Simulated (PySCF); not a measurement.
CH2AlF3O, SMILES [OH][AlH][C](F)(F)F.

The structure is a stationary point at TPSSh-D3(BJ)/def2-SVP. The structure was generated by enumeration; whether it is a known compound was not checked. Other conformers were not sampled.

All values below come from TDDFT-M06-2X/def2-SVPD in PySCF.

Vertical excitations. 

Computed excitation energies, oscillator strengths and character:
| state | energy (eV) | λ (nm) | f | main pairs |
|---|---|---|---|---|
| S1 | 5.92 | 209 | 0.002 | HOMO→LUMO 98 % |
| S2 | 7.30 | 170 | 0.020 | HOMO−1→LUMO 92 % |
| S3 | 7.56 | 164 | 0.017 | HOMO→LUMO+1 66 %, HOMO−2→LUMO 12 % |
| S4 | 7.84 | 158 | 0.038 | HOMO−2→LUMO 76 %, HOMO→LUMO+1 16 % |
| S5 | 8.10 | 153 | 0.027 | HOMO−2→LUMO+1 76 % |
| S6 | 8.23 | 151 | 0.219 | HOMO→LUMO+2 76 % |
| S7 | 8.57 | 145 | 0.160 | HOMO−1→LUMO+1 59 %, HOMO→LUMO+2 12 % |
| S8 | 8.77 | 141 | 0.130 | HOMO→LUMO+3 83 % |
| S9 | 8.89 | 139 | 0.155 | HOMO−3→LUMO 77 % |
| S10 | 9.40 | 132 | 0.043 | HOMO−1→LUMO+2 66 % |
| T1 | 5.47 | 227 | 0 | HOMO→LUMO 96 % |
| T2 | 6.65 | 186 | 0 | HOMO−1→LUMO 89 % |
| T3 | 6.70 | 185 | 0 | HOMO→LUMO+1 47 %, HOMO→LUMO+2 22 %, HOMO→LUMO+3 12 %, HOMO−2→LUMO 9 % |
| T4 | 6.82 | 182 | 0 | HOMO−2→LUMO 85 % |
Triplets are in the Tamm–Dancoff approximation, which puts them higher than full response would, so one can lie above its singlet here.
